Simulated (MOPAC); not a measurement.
MOPAC input (AM1):

```
AM1 FORCE THERMO(298,298) PRECISE LET UHF MS=0.5 GEO-OK AUX(PRECISION=9) THREADS=1
CH5GeO

C    -1.96719693 1    0.04809463 1    0.24677971 1
O    -0.89164947 1   -0.60399157 1    0.66050687 1
Ge    0.64755472 1    0.10741861 1   -0.18694718 1
H    -1.99939737 1    1.14102779 1    0.26602873 1
H    -2.85057648 1   -0.56494627 1    0.04294218 1
H     0.62949846 1    1.61507415 1    0.13376223 1
H     1.75803457 1   -0.68654985 1    0.52687988 1
H     0.48366409 1   -0.22257628 1   -1.68409377 1
```

Output:

```
 *******************************************************************************
 **                                                                           **
 **                              MOPAC v23.2.5                                **
 **                                                                           **
 *******************************************************************************
 ** MOPAC's Digital Object Identifier: https://doi.org/10.5281/zenodo.6511958 **
 **                                                                           **
 ** Please cite the open-source release paper for use of this MOPAC version:  **
 ** J. E. Moussa and J. J. P. Stewart (2026)                                  **
 ** MOPAC: An open-source semiempirical molecular orbital program             **
 ** J. Open Source Softw., 11(119), 8025, https://doi.org/10.21105/joss.08025 **
 *******************************************************************************

                              AM1 CALCULATION RESULTS

 *******************************************************************************
 *  AM1        - The AM1 Hamiltonian to be used
 *  GEO-OK     - OVERRIDE INTERATOMIC DISTANCE AND OTHER SAFETY CHECKS
 *  UHF        - UNRESTRICTED HARTREE-FOCK CALCULATION
 *  MS=        - IN MECI, MAGNETIC COMPONENT OF SPIN =  0.5
 *  LET        - OVERRIDE SOME SAFETY CHECKS
 *  PRECISE    - TIGHTER CRITERIA TO BE USED
 *  FORCE      - FORCE CALCULATION SPECIFIED
 *  AUX        - OUTPUT AUXILIARY INFORMATION
 *  THERMO     - THERMODYNAMIC QUANTITIES TO BE CALCULATED
 *******************************************************************************
AM1 FORCE THERMO(298,298) PRECISE LET UHF MS=0.5 GEO-OK AUX(PRECISION=9) THREADS=1
 CH5GeO

   ATOM   CHEMICAL          X               Y               Z
  NUMBER   SYMBOL      (ANGSTROMS)     (ANGSTROMS)     (ANGSTROMS)

     1       C         -1.96719693  *   0.04809463  *   0.24677971  *
     2       O         -0.89164947  *  -0.60399157  *   0.66050687  *
     3      Ge          0.64755472  *   0.10741861  *  -0.18694718  *
     4       H         -1.99939737  *   1.14102779  *   0.26602873  *
     5       H         -2.85057648  *  -0.56494627  *   0.04294218  *
     6       H          0.62949846  *   1.61507415  *   0.13376223  *
     7       H          1.75803457  *  -0.68654985  *   0.52687988  *
     8       H          0.48366409  *  -0.22257628  *  -1.68409377  *

          CARTESIAN COORDINATES

    NO.       ATOM           X           Y           Z

     1         C         -1.9672      0.0481      0.2468
     2         O         -0.8916     -0.6040      0.6605
     3        Ge          0.6476      0.1074     -0.1869
     4         H         -1.9994      1.1410      0.2660
     5         H         -2.8506     -0.5649      0.0429
     6         H          0.6295      1.6151      0.1338
     7         H          1.7580     -0.6865      0.5269
     8         H          0.4837     -0.2226     -1.6841

  H: (AM1): M.J.S. DEWAR ET AL, J. AM. CHEM. SOC. 107 3902-3909 (1985)
  C: (AM1): M.J.S. DEWAR ET AL, J. AM. CHEM. SOC. 107 3902-3909 (1985)
  O: (AM1): M.J.S. DEWAR ET AL, J. AM. CHEM. SOC. 107 3902-3909 (1985)
 Ge: (AM1): M.J.S.Dewar and C.Jie, Organometallics, 8, 1544, (1989)

           Empirical Formula: C H5 O Ge  =     8 atoms
[...]
 EFFECTIVE MASS     13.6305
 FORCE CONSTANT      9.4051

 VIBRATION         14   14A          ATOM PAIR     ENERGY CONTRIBUTION    RADIAL
 FREQUENCY          1910.09         Ge3 -- H 8         +40.9% ( 64.1%)     99.4%
 TRANSITION DIPOLE   0.1463         Ge3 -- H 6         +36.3% ( 60.3%)     99.3%
 TRAVEL (Ang.)       0.3167         Ge3 -- H 7         +22.8% ( 47.8%)     98.6%
 REDUCED MASS        0.3520
 EFFECTIVE MASS      1.0605
 FORCE CONSTANT      0.7567

 VIBRATION         15   15A          ATOM PAIR     ENERGY CONTRIBUTION    RADIAL
 FREQUENCY          1928.94         Ge3 -- H 8         +50.4% ( 71.0%)     99.3%
 TRANSITION DIPOLE   0.1067         Ge3 -- H 6         +49.0% ( 70.0%)     99.0%
 TRAVEL (Ang.)       0.2626         Ge3 -- H 7          +0.5% (  7.2%)     23.1%
 REDUCED MASS        0.5069
 EFFECTIVE MASS      1.3221
 FORCE CONSTANT      1.1113

 VIBRATION         16   16A          ATOM PAIR     ENERGY CONTRIBUTION    RADIAL
 FREQUENCY          1934.54         Ge3 -- H 7         +76.7% ( 87.6%)    100.0%
 TRANSITION DIPOLE   0.1684         Ge3 -- H 6         +14.7% ( 38.3%)     93.4%
 TRAVEL (Ang.)       0.2357         Ge3 -- H 8          +8.6% ( 29.2%)     88.0%
 REDUCED MASS        0.6274
 EFFECTIVE MASS      1.3231
 FORCE CONSTANT      1.3835

 VIBRATION         17   17A          ATOM PAIR     ENERGY CONTRIBUTION    RADIAL
 FREQUENCY          3199.76         C 1 -- H 4         +95.6% ( 98.3%)     99.8%
 TRANSITION DIPOLE   0.2204         C 1 -- H 5          +2.8% ( 16.9%)     15.1%
 TRAVEL (Ang.)       0.1549         C 1 -- Ge3          +0.8% (  8.9%)      2.5%
 REDUCED MASS        0.8786         C 1 -- O 2          +0.7% (  8.7%)     40.4%
 EFFECTIVE MASS      1.3267
 FORCE CONSTANT      5.3001

 VIBRATION         18   18A          ATOM PAIR     ENERGY CONTRIBUTION    RADIAL
 FREQUENCY          3215.76         C 1 -- H 5         +94.4% ( 98.9%)    100.0%
 TRANSITION DIPOLE   0.3723         C 1 -- H 4          +3.8% ( 19.8%)     74.3%
 TRAVEL (Ang.)       0.1533         C 1 -- Ge3          +0.9% (  9.8%)     50.6%
 REDUCED MASS        0.8926         C 1 -- O 2          +0.9% (  9.7%)      8.7%
 EFFECTIVE MASS      1.4398
 FORCE CONSTANT      5.4382

      SYMMETRY NUMBER FOR POINT-GROUP C1  =  1

          SYSTEM IS A GROUND STATE

 CH5GeO

          MOLECULE IS NOT LINEAR

          THERE ARE 18 GENUINE VIBRATIONS IN THIS SYSTEM
          THIS THERMODYNAMICS CALCULATION IS LIMITED TO
          MOLECULES WHICH HAVE NO INTERNAL ROTATIONS

                    CALCULATED THERMODYNAMIC PROPERTIES
                                          *
   TEMP. (K)   PARTITION FUNCTION   H.O.F.    ENTHALPY  HEAT CAPACITY ENTROPY
                                   KCAL/MOL   CAL/MOLE    CAL/K/MOL  CAL/K/MOL

 298.00  VIB.     0.1444D+02                  1913.3561    13.1743    11.7267
         ROT.     0.3843D+05                   888.2803     2.9808    23.9588
         INT.     0.5550D+06                  2801.6364    16.1551    35.6856
         TRA.     0.1050D+28                  1480.4672     4.9680    39.8793
         TOT.                      -16.855    4282.1036    21.1231    75.5649

   *: NOTE: HEATS OF FORMATION ARE RELATIVE TO THE
            ELEMENTS IN THEIR STANDARD STATE AT 298K
              (=  Standard Enthalpy of Formation).

            Hvib:  Zero-point energy is not included.
                   frequencies of less than zero cm-1 are not included.
            Hrot = (3/2)RT
            Htra = (3/2)RT + pV = (5/2)RT

            Heat capacity is Cp, not Cv

          For more information, see: HTTP://OpenMOPAC.net/Manual/thermochemistry.html

           FORCE CONSTANT IN CARTESIAN COORDINATES (Millidynes/A)

    ATOM   CHEMICAL       X               Y               Z
   NUMBER   SYMBOL  FORCE CONSTANT  FORCE CONSTANT  FORCE CONSTANT

      1       C       12.168765        4.910122        4.826807
      2       O       10.610742        4.338709        0.519754
      3      Ge        4.031871        4.972401        3.660157
      4       H        2.229645        1.860050        2.527610
      5       H        1.928729        2.622990        2.122426
      6       H        0.529993        0.562106        1.423273
      7       H        2.120907        0.223372        0.173746
      8       H        0.327331        0.479603        1.700717

 **********************
 *                    *
 * JOB ENDED NORMALLY *
 *                    *
 **********************

 == MOPAC DONE ==
```
